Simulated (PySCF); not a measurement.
# Basis-set dependence of population analyses: `BCOC1C=C1`

C4H7BO.
Bonds: B1–C2, C2–O3, O3–C4, C4–C5, C5–C6 (double), C4–C6. Hydrogens: H7, H8 on B1; H9, H10 on C2; H11 on C4; H12 on C5; H13 on C6.

PBE0 throughout (PySCF), one geometry, spherical d and f functions. The structure is a single PBE0-D3(BJ)/def2-SVP conformer in the gas phase; no vibrational or solvent corrections. Atoms taken as equivalent share a column and are averaged. The first 7 of 9 kinds of atom are listed.

Mulliken charges (e):

```tsv
basis	functions	B1	C2	O3	C4	C5/C6	H7/H8	H9/H10
STO-3G	37	+0.180	-0.148	-0.218	+0.029	-0.102	-0.039	+0.079
6-31G	68	+0.230	-0.241	-0.513	-0.005	-0.141	-0.029	+0.166
pcSseg-0	68	+0.257	-0.431	-0.650	-0.012	-0.211	+0.023	+0.231
6-31G*	98	+0.104	-0.193	-0.473	+0.062	-0.165	-0.003	+0.162
cc-pVDZ	119	+0.022	+0.106	-0.303	+0.132	-0.027	-0.017	+0.035
def2-SVP	119	+0.042	+0.133	-0.379	+0.127	-0.045	-0.018	+0.035
aug-cc-pVDZ	201	-1.245	+0.653	-0.611	+0.859	+0.383	+0.622	-0.235
6-311+G(2d,p)	204	+0.007	-0.209	-0.274	+0.136	-0.169	+0.007	+0.154
def2-TZVP	228	-0.044	-0.108	-0.255	-0.006	-0.131	+0.024	+0.110
cc-pVTZ	278	-0.053	+0.019	-0.258	+0.104	-0.147	+0.021	+0.055
IGLO-III	280	+0.217	-0.210	-0.301	+0.105	-0.096	-0.046	+0.100
pcSseg-2	314	+0.239	+0.038	-0.397	+0.135	-0.049	-0.059	+0.017
```

IAO charges (e):

| basis | functions | B1 | C2 | O3 | C4 | C5/C6 | H7/H8 | H9/H10 |
| --- | --- | --- | --- | --- | --- | --- | --- | --- |
| STO-3G | 37 | +0.103 | -0.272 | -0.219 | -0.017 | -0.135 | +0.004 | +0.133 |
| 6-31G | 68 | +0.079 | -0.231 | -0.370 | +0.041 | -0.153 | +0.018 | +0.145 |
| pcSseg-0 | 68 | +0.072 | -0.218 | -0.368 | +0.039 | -0.151 | +0.017 | +0.144 |
| 6-31G* | 98 | +0.091 | -0.202 | -0.387 | +0.079 | -0.153 | +0.009 | +0.136 |
| cc-pVDZ | 119 | +0.077 | -0.200 | -0.385 | +0.078 | -0.155 | +0.014 | +0.138 |
| def2-SVP | 119 | +0.085 | -0.196 | -0.386 | +0.079 | -0.150 | +0.011 | +0.136 |
| aug-cc-pVDZ | 201 | +0.079 | -0.205 | -0.400 | +0.075 | -0.158 | +0.015 | +0.142 |
| 6-311+G(2d,p) | 204 | +0.081 | -0.207 | -0.401 | +0.074 | -0.157 | +0.015 | +0.142 |
| def2-TZVP | 228 | +0.081 | -0.205 | -0.400 | +0.077 | -0.158 | +0.015 | +0.142 |
| cc-pVTZ | 278 | +0.079 | -0.206 | -0.398 | +0.077 | -0.159 | +0.015 | +0.142 |
| IGLO-III | 280 | +0.080 | -0.207 | -0.401 | +0.075 | -0.158 | +0.015 | +0.143 |
| pcSseg-2 | 314 | +0.082 | -0.206 | -0.401 | +0.076 | -0.158 | +0.014 | +0.142 |

Some averages cover members that differ in this geometry, most widely: C5/C6, Mulliken in aug-cc-pVDZ +0.189 to +0.577; C5/C6, Mulliken in 6-311+G(2d,p) -0.202 to -0.136; H7/H8, Mulliken in aug-cc-pVDZ +0.600 to +0.643; C5/C6, Mulliken in def2-TZVP -0.150 to -0.111 e.

Task: Which scheme is steadiest as the basis changes?

Result: Largest range over the bases for any column: IAO 0.18 e, Mulliken 1.50 e. IAO charges move least and Mulliken charges most, counted in e. Without the minimal STO-3G basis the ranges are IAO 0.04, Mulliken 1.50 e.

Task: How much do the charges still move between the two largest bases, IGLO-III and pcSseg-2?

Result: At most, over all atoms: Mulliken 0.248 e, IAO 0.002 e.

Task: What do the same runs give for the total energy, the frontier levels and the dipole moment?

Result: 
```csv
basis,energy (Eh),HOMO (eV),LUMO (eV),μ (D)
STO-3G,-253.0345,-3.94,1.60,1.50
6-31G,-256.1712,-7.00,-0.99,1.98
pcSseg-0,-255.6531,-7.17,-1.30,1.98
6-31G*,-256.2539,-7.00,-0.93,1.72
cc-pVDZ,-256.2751,-7.10,-1.17,1.67
def2-SVP,-256.0747,-7.19,-1.21,1.72
aug-cc-pVDZ,-256.2912,-7.31,-1.33,1.70
"6-311+G(2d,p)",-256.3333,-7.33,-1.32,1.73
def2-TZVP,-256.3557,-7.31,-1.29,1.69
cc-pVTZ,-256.3488,-7.28,-1.27,1.68
IGLO-III,-256.3602,-7.33,-1.32,1.69
pcSseg-2,-256.3567,-7.34,-1.32,1.70
```

The dipole is fixed by the density alone, so its range of 0.48 D shows that the density itself changes with the basis, not only its division among atoms.
